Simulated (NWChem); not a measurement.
SiH₄TeS; SMILES [Te](S)[SiH3]

```xyz
7

Te     0.6876    -0.0446    -0.0067
S     -1.0517    -1.7459    -0.0512
H     -1.1777    -1.8685     1.2902
Si    -0.9895     1.8233    -0.0076
H     -0.2117     3.1004    -0.0088
H     -1.8395     1.7504     1.2167
H     -1.8472     1.7447    -1.2247
```
Atoms are numbered in this order, from 1.

Results from NWChem. Geometry: optimised at PBE0/def2-SVP. Not confirmed as a minimum by frequencies. def2 effective core potentials on Te; no spin-orbit coupling. Ions are spin-unrestricted doublets at the neutral geometry; other ion states weren't tried.

For level PBE/def2-SVP:

| Quantity | Result |
|---|---|
| −ε(HOMO) (eV) | 5.50 |

Task: How do the values read with level CAM-B3LYP/def2-SVP instead?

Result: The −ε(HOMO) (eV) comes out as 7.73.
